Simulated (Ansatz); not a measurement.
`O[SiH2][SiH2]CCl`. Total charge 0; spin multiplicity 1.

Z-matrix (Å, degrees):
```
Si
Si 1 2.353
O 1 1.655 2 111.9
H 1 1.485 2 109.1 3 116.4
H 1 1.489 2 110.0 3 -123.9
C 2 1.891 1 109.5 3 -161.6
H 2 1.492 1 111.0 3 -42.4
H 2 1.489 1 111.7 3 78.2
H 3 0.958 1 117.6 2 -69.7
Cl 6 1.789 2 109.0 1 -53.2
H 6 1.090 2 112.7 1 -172.4
H 6 1.090 2 111.7 1 65.1
```

(1) List the harmonic frequencies (cm⁻¹, unscaled) at PBE0-D4/def2-TZVP in Ansatz. (Best estimate.)

(2) Is this a minimum?

(3) Give the ideal-gas thermochemistry at 298.15 K and 1 bar (rigid rotor, harmonic oscillator; point group C1, symmetry number 1).

Results:

(1) The calculation gave: 26, 60, 108, 155, 178, 239, 370, 434, 520, 615, 647, 724, 751, 775, 819, 832, 884, 904, 935, 940, 1122, 1191, 1434, 2196, 2203, 2214, 2231, 3092, 3154, 3928.

(2) Yes, all 30 modes are real.

(3) Zero-point energy 201.4 kJ/mol; H(298) − E = 227.0 kJ/mol; entropy 396.7 J/(mol·K), of which translation 169.2, rotation 119.8, vibration 107.8; G(298) − E = 108.7 kJ/mol. Modes under 100 cm⁻¹ are hindered rotations or soft bends, so the harmonic entropy is rough.
